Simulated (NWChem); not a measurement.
System: CH4AlO cation; SMILES [CH3][Al+][OH]

NWChem input:

```
start job
memory heap 200 mb stack 900 mb global 1100 mb
charge 1
geometry units angstroms noautoz
  Al     0.016923    -0.075713    -0.004261
  C      0.017306     1.827232    -0.008863
  H     -0.202604     2.196143     1.005840
  H     -0.752550     2.193394    -0.706599
  H      1.005275     2.196537    -0.327175
  O      0.011221    -1.686301     0.003458
  H      0.022634    -2.642439     0.001508
end
basis spherical
  Al library def2-svp
  C library def2-svp
  H library def2-svp
  O library def2-svp
end
dft
  xc xpbe96 cpbe96
  iterations 150
  mulliken
end
task dft gradient
```

Output (shortened):

```
             Northwest Computational Chemistry Package (NWChem) 7.3.0
             --------------------------------------------------------

 C1  symmetry detected

                             Geometry "geometry" -> ""
                             -------------------------

 Output coordinates in angstroms (scale by  1.889725989 to convert to a.u.)

  No.       Tag          Charge          X              Y              Z
 ---- ---------------- ---------- -------------- -------------- --------------
    1 Al                  13.0000     0.00166722    -0.08965484     0.00051641
    2 C                    6.0000    -0.00102904     1.81329367    -0.00033873
    3 H                    1.0000    -0.96800440     2.17850722     0.38130983
    4 H                    1.0000     0.14958747     2.18073906    -1.02790233
    5 H                    1.0000     0.81154035     2.18500756     0.64413874
    6 O                    8.0000    -0.00221923    -1.70026592    -0.00110370
    7 H                    1.0000     0.00913076    -2.65637561     0.00660247

 Effective nuclear repulsion energy (a.u.)      92.1815307350

  pbe96 is a nonlocal functional; adding pw91lda local functional.

                                 NWChem DFT Module
                                 -----------------

 Summary of "ao basis" -> "ao basis" (spherical)
 ------------------------------------------------------------------------------
       Tag                 Description            Shells   Functions and Types
 ---------------- ------------------------------  ------  ---------------------
 Al                         def2-svp                 8       18   4s3p1d
 C                          def2-svp                 6       14   3s2p1d
 H                          def2-svp                 3        5   2s1p
 O                          def2-svp                 6       14   3s2p1d

            General Information
            -------------------
          SCF calculation type: DFT
          Wavefunction type:  closed shell.
          No. of atoms     :     7
          No. of electrons :    30
           Alpha electrons :    15
            Beta electrons :    15
          Charge           :     1
          Spin multiplicity:     1
          Use of symmetry is: off; symmetry adaption is: off
          Maximum number of iterations: 150
          AO basis - number of functions:    66
                     number of shells:    32
          Convergence on energy requested:  1.00D-06
          Convergence on density requested:  1.00D-05
          Convergence on gradient requested:  5.00D-04

              XC Information
              --------------
          PerdewBurkeErnzerhof Exchange Functional  1.000
            Perdew 1991 LDA Correlation Functional  1.000 local
           PerdewBurkeErnz. Correlation Functional  1.000 non-local

             Grid Information
             ----------------
          Grid used for XC integration:  medium
          Radial quadrature: Mura-Knowles
          Angular quadrature: Lebedev.
          Tag              B.-S. Rad. Rad. Pts. Rad. Cut. Ang. Pts.
          ---              ---------- --------- --------- ---------
          Al                  1.25       88           8.0       590
          C                   0.70       49          11.0       434
          H                   0.35       45          12.0       434
          O                   0.60       49          11.0       434
          Grid pruning is: on
          Number of quadrature shells:   366
          Spatial weights used:  Erf1

      Superposition of Atomic Density Guess
      -------------------------------------

 Sum of atomic energies:        -356.10449765

 Renormalizing density from      31.00 to     30

      Non-variational initial energy
      ------------------------------

 Total energy =    -349.681918
 1-e energy   =    -652.527956
 2-e energy   =     210.664507
 HOMO         =      -0.763416
 LUMO         =      -0.387334

     ---------------------------------------------
      Total Density - Mulliken Population Analysis
     ---------------------------------------------

    Atom       Charge   Shell Charges
 -----------   ------   -------------------------------------------------------
    1 Al  13    11.68   2.00  2.00  0.98  0.03  5.97  0.44  0.08  0.18
    2 C    6     6.64   1.99  1.03  0.21  2.27  1.13  0.01
    3 H    1     0.75   0.60  0.12  0.03
    4 H    1     0.75   0.60  0.12  0.03
    5 H    1     0.75   0.60  0.12  0.03
    6 O    8     8.86   1.99  1.16  0.56  3.50  1.64  0.00
    7 H    1     0.57   0.47  0.04  0.06

   convergence    iter        energy       DeltaE   RMS-Dens  Diis-err
 ---------------- ----- ----------------- --------- --------- ---------
 d= 0,ls=0.0,diis     1   -357.2951947846 -4.49D+02  3.68D-02  2.16D+00
 d= 0,ls=0.0,diis     2   -355.3142888969  1.98D+00  3.13D-02  1.67D+01
 d= 0,ls=0.0,diis     3   -357.4612567889 -2.15D+00  8.48D-03  2.52D-01
 d= 0,ls=0.0,diis     4   -357.4794301173 -1.82D-02  4.32D-03  1.41D-01
 d= 0,ls=0.0,diis     5   -357.4974681510 -1.80D-02  1.57D-03  8.04D-03
  Resetting Diis
 d= 0,ls=0.0,diis     6   -357.4985939591 -1.13D-03  2.63D-04  3.09D-04
 d= 0,ls=0.0,diis     7   -357.4986413389 -4.74D-05  1.04D-04  1.35D-05
 d= 0,ls=0.0,diis     8   -357.4986360395  5.30D-06  5.97D-05  6.69D-05
 d= 0,ls=0.0,diis     9   -357.4986430790 -7.04D-06  1.46D-05  7.74D-07
 d= 0,ls=0.0,diis    10   -357.4986431912 -1.12D-07  2.19D-06  2.21D-08

         Total DFT energy =     -357.498643191215
      One electron energy =     -669.975905841986
           Coulomb energy =      253.935708828626
    Exchange-Corr. energy =      -33.639976912882
 Nuclear repulsion energy =       92.181530735027

 Numeric. integr. density =       30.000000246762

                       DFT Final Molecular Orbital Analysis
                       ------------------------------------

 Vector   13  Occ=2.000000D+00  E=-5.265723D-01
              MO Center=  1.7D-03,  1.3D+00,  1.1D-03, r^2= 1.8D+00
   Bfn.  Coefficient  Atom+Function         Bfn.  Coefficient  Atom+Function
  ----- ------------  ---------------      ----- ------------  ---------------
     3      0.468139  1 Al s                 23     -0.433409  2 C  py
     2      0.250449  1 Al s                  9      0.221669  1 Al py
    26     -0.212113  2 C  py                 6     -0.132399  1 Al py
    33     -0.124349  3 H  s                 38     -0.123616  4 H  s
    43     -0.123398  5 H  s                 52     -0.103940  6 O  py

 Vector   14  Occ=2.000000D+00  E=-5.070013D-01
              MO Center= -3.1D-03, -1.6D+00, -1.5D-03, r^2= 9.0D-01
   Bfn.  Coefficient  Atom+Function         Bfn.  Coefficient  Atom+Function
  ----- ------------  ---------------      ----- ------------  ---------------
    51      0.497108  6 O  px                54      0.356994  6 O  px
    53      0.339971  6 O  pz                56      0.244149  6 O  pz
     8      0.105351  1 Al px                11      0.091542  1 Al px
    10      0.072056  1 Al pz                 5     -0.063055  1 Al px
    13      0.062601  1 Al pz                14     -0.059923  1 Al d -2

 Vector   15  Occ=2.000000D+00  E=-5.069984D-01
              MO Center= -2.7D-03, -1.6D+00, -1.7D-03, r^2= 9.0D-01
   Bfn.  Coefficient  Atom+Function         Bfn.  Coefficient  Atom+Function
  ----- ------------  ---------------      ----- ------------  ---------------
    53      0.497197  6 O  pz                56      0.357055  6 O  pz
    51     -0.340028  6 O  px                54     -0.244186  6 O  px
    10      0.105371  1 Al pz                13      0.091565  1 Al pz
     8     -0.072059  1 Al px                 7     -0.063068  1 Al pz
    11     -0.062627  1 Al px                15     -0.059941  1 Al d -1

 Vector   16  Occ=0.000000D+00  E=-2.953149D-01
              MO Center=  7.0D-03,  9.4D-02,  1.7D-03, r^2= 3.4D+00
   Bfn.  Coefficient  Atom+Function         Bfn.  Coefficient  Atom+Function
  ----- ------------  ---------------      ----- ------------  ---------------
     4      0.696425  1 Al s                  3      0.497170  1 Al s
    21     -0.419891  2 C  s                 23      0.301407  2 C  py
    50     -0.278982  6 O  s                 26      0.274408  2 C  py
     2      0.260767  1 Al s                 20     -0.207950  2 C  s
    18      0.181248  1 Al d  2              49     -0.181663  6 O  s

 Vector   17  Occ=0.000000D+00  E=-2.478856D-01
              MO Center= -8.0D-03, -2.1D-02, -5.4D-03, r^2= 3.4D+00
   Bfn.  Coefficient  Atom+Function         Bfn.  Coefficient  Atom+Function
  ----- ------------  ---------------      ----- ------------  ---------------
    13      0.488669  1 Al pz                11      0.468485  1 Al px
    10      0.347140  1 Al pz                 8      0.332792  1 Al px
    44     -0.216294  5 H  s                 53     -0.169296  6 O  pz
    51     -0.162288  6 O  px                56     -0.162852  6 O  pz
     7     -0.158117  1 Al pz                43     -0.158364  5 H  s

 Vector   18  Occ=0.000000D+00  E=-2.478312D-01
              MO Center=  6.1D-03, -2.2D-02,  5.8D-03, r^2= 3.4D+00
   Bfn.  Coefficient  Atom+Function         Bfn.  Coefficient  Atom+Function
  ----- ------------  ---------------      ----- ------------  ---------------
    11      0.488901  1 Al px                13     -0.468681  1 Al pz
     8      0.347155  1 Al px                10     -0.332806  1 Al pz
    34      0.201385  3 H  s                 39     -0.172288  4 H  s
    51     -0.169331  6 O  px                53      0.162350  6 O  pz
    54     -0.162898  6 O  px                 5     -0.158120  1 Al px

     ---------------------------------------------
      Total Density - Mulliken Population Analysis
     ---------------------------------------------

    Atom       Charge   Shell Charges
 -----------   ------   -------------------------------------------------------
    1 Al  13    12.08   2.00  1.98  0.96  0.00  5.92  0.73  0.25  0.23
    2 C    6     6.34   1.98  0.91  0.26  2.11  1.07  0.01
    3 H    1     0.85   0.70  0.12  0.03
    4 H    1     0.85   0.70  0.12  0.03
    5 H    1     0.85   0.70  0.12  0.03
    6 O    8     8.25   1.99  1.05  0.61  2.93  1.67  0.00
    7 H    1     0.78   0.67  0.04  0.07

     -------------------------------------------
      Total Density - Lowdin Population Analysis
     -------------------------------------------

    Atom       Charge   Shell Charges
 -----------   ------   -------------------------------------------------------
    1 Al  13    12.09   2.00  1.93  0.58  0.20  5.80  0.82  0.42  0.33
    2 C    6     6.26   1.96  0.59  0.34  1.88  1.45  0.03
    3 H    1     0.91   0.60  0.23  0.07
    4 H    1     0.91   0.60  0.23  0.07
    5 H    1     0.91   0.60  0.23  0.07
    6 O    8     8.08   1.97  0.83  0.55  2.74  1.98  0.00
    7 H    1     0.86   0.52  0.15  0.18

     Multipole analysis of the density
     ---------------------------------

     L   x y z        total         alpha         beta         nuclear
     -   - - -        -----         -----         ----         -------
     0   0 0 0      1.000000    -15.000000    -15.000000     31.000000

     1   1 0 0      0.011318      0.005659      0.005659      0.000000
     1   0 1 0      0.017545      0.008773      0.008773      0.000000
     1   0 0 1      0.006473      0.003237      0.003237      0.000000

     2   2 0 0    -14.360348    -10.069472    -10.069472      5.778596
     2   1 1 0     -0.050935      0.004135      0.004135     -0.059205
     2   1 0 1      0.000245      0.000182      0.000182     -0.000118
     2   0 2 0     -6.708465   -118.149732   -118.149732    229.590999
     2   0 1 1     -0.034050      0.001305      0.001305     -0.036660
     2   0 0 2    -14.361768    -10.068005    -10.068005      5.774242

            General Information
            -------------------
          SCF calculation type: DFT
          Wavefunction type:  closed shell.
          No. of atoms     :     7
          No. of electrons :    30
           Alpha electrons :    15
            Beta electrons :    15
          Charge           :     1
          Spin multiplicity:     1
          Use of symmetry is: off; symmetry adaption is: off
          Maximum number of iterations: 150
          AO basis - number of functions:    66
                     number of shells:    32
          Convergence on energy requested:  1.00D-06
          Convergence on density requested:  1.00D-05
          Convergence on gradient requested:  5.00D-04

              XC Information
              --------------
          PerdewBurkeErnzerhof Exchange Functional  1.000
            Perdew 1991 LDA Correlation Functional  1.000 local
           PerdewBurkeErnz. Correlation Functional  1.000 non-local

             Grid Information
             ----------------
          Grid used for XC integration:  medium
          Radial quadrature: Mura-Knowles
          Angular quadrature: Lebedev.
          Tag              B.-S. Rad. Rad. Pts. Rad. Cut. Ang. Pts.
          ---              ---------- --------- --------- ---------
          Al                  1.25       88           8.0       590
          C                   0.70       49          11.0       434
          H                   0.35       45          12.0       434
          O                   0.60       49          11.0       434
          Grid pruning is: on
          Number of quadrature shells:   366
          Spatial weights used:  Erf1

          Convergence Information
          -----------------------
          Convergence aids based upon iterative change in
          total energy or number of iterations.
          Levelshifting, if invoked, occurs when the
          HOMO/LUMO gap drops below (HL_TOL):  1.00D-02
          DIIS, if invoked, will attempt to extrapolate
          using up to (NFOCK): 10 stored Fock matrices.

                    Damping( 0%)  Levelshifting(0.5)       DIIS
                  --------------- ------------------- ---------------
          dE  on:    start            ASAP                start
          dE off:    2 iters        150 iters           150 iters

                            NWChem DFT Gradient Module
                            --------------------------

  charge          =   1.00
  wavefunction    = closed shell

                         DFT ENERGY GRADIENTS

    atom               coordinates                        gradient
                 x          y          z           x          y          z
   1 Al      0.003151  -0.169423   0.000976   -0.000039  -0.007595  -0.000018
   2 C      -0.001945   3.426628  -0.000640    0.000106   0.000703  -0.000034
   3 H      -1.829263   4.116782   0.720571    0.004530  -0.001369  -0.001796
   4 H       0.282679   4.120999  -1.942454   -0.000704  -0.001370   0.004969
   5 H       1.533589   4.129066   1.217246   -0.003859  -0.001274  -0.003100
   6 O      -0.004194  -3.213037  -0.002086   -0.000032   0.000822  -0.000018
   7 H       0.017255  -5.019822   0.012477   -0.000002   0.010082  -0.000003
```

Level: PBE/def2-SVP. The geometry was optimised at PBE0/def2-SVP.
